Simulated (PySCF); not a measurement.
C9H5NS3, SMILES c1(-c2sc3ccsc3c2)sccn1 (GFN2-xTB optimised geometry):

```
18

C      3.673    -1.292     0.000
C      3.307    -2.602     0.000
S      1.595    -2.750     0.000
C      1.504    -0.985     0.000
C      0.252    -0.310     0.000
C     -1.005    -0.863     0.000
C     -1.995     0.127     0.000
S     -3.724     0.127     0.000
C     -3.737     1.859     0.000
C     -2.499     2.417     0.000
C     -1.495     1.429     0.000
S      0.231     1.440     0.000
N      2.659    -0.408     0.000
H      4.683    -0.925     0.000
H      3.928    -3.475     0.000
H     -1.191    -1.922     0.000
H     -4.683     2.362     0.000
H     -2.311     3.475     0.000
```

Calculation: PySCF with PBE/def2-SVP.

Task: What are the frontier orbital energies and the dipole moment?

Result: HOMO-2 -6.38 eV, HOMO-1 -5.68 eV, HOMO -5.09 eV, LUMO -2.43 eV, LUMO+1 -0.97 eV; dipole moment 0.94 D.

On the same geometry PBE0/def2-SVP (PySCF) gives HOMO-2 -7.72 eV, HOMO-1 -6.75 eV, HOMO -6.02 eV, LUMO -1.82 eV, LUMO+1 -0.11 eV; dipole moment 0.98 D.

Meta-Löwdin charges at PBE/def2-SVP: C1 -0.04, C2 -0.25, S3 0.22, C4 0.01, C5 -0.10, C6 -0.14, C7 -0.12, S8 0.25, C9 -0.22, C10 -0.14, C11 -0.12, S12 0.26, N13 -0.24, H14 0.12, H15 0.14, H16 0.12, H17 0.13, H18 0.13.
